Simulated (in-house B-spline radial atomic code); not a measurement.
Si⁷⁺. Computed with a B-spline radial atomic code. Model: all-electron spherical atom, spin shells full or empty, radial basis limit, no spin-orbit coupling, Breit or QED, empty-state partial waves extrapolated as (l+1/2)^-4, RPA, G0W0 and static COHSEX of the highest shell as one setting changes (uncorrelated shells keep exact exchange).

Empty levels are discrete states of a finite basis, so the steps are uneven.

Given: element Si; charge 7; filled core He; hamiltonian non-relativistic; mean-field start Hartree-Fock; highest l of empty states 9; lowest nl shells left uncorrelated 0; highest mean-field shell 2p up; box radius 8.41 bohr.

Shell: 2s 1 1, 2p 3 0 (electrons up and down).

```tsv
highest empty level kept (hartree)	RPA correlation energy (hartree)	G0W0 level (eV)	G0W0 minus most complete (meV)	COHSEX level (eV)	linearised minus solved G0W0 (meV)
21.33	-0.17067	-303.66	799.3	-305.67	-0.2
42.67	?	?	?	?	?
74.67	-0.241	-304.18	282.2	-307.27	-0.1
128	-0.26566	-304.3	159.4	-307.58	-0.1
213.33	-0.28969	-304.38	80.9	-307.77	-0.1
384	?	?	?	?	?
640	-0.32611	-304.44	13.4	-307.93	-0.1
1280	-0.33793	-304.46	3.1	-307.96	-0.1
2560	-0.342	-304.46	0.8	-307.96	-0.1
5333.3	-0.34333	-304.46	0.1	-307.96	-0.1
12800	-0.34374	-304.46	0	-307.96	-0.1
42667	-0.34384	-304.46	0	-307.96	-0.1
```

What follows for highest empty level kept = 384?

RPA correlation energy -0.31103 hartree; G0W0 level -304.43 eV; G0W0 minus most complete 32.8 meV; COHSEX level -307.89 eV; linearised minus solved G0W0 -0.1 meV.

What follows for highest empty level kept = 42.67?

RPA correlation energy -0.21126 hartree; G0W0 level -303.95 eV; G0W0 minus most complete 507.5 meV; COHSEX level -306.62 eV; linearised minus solved G0W0 -0.1 meV.
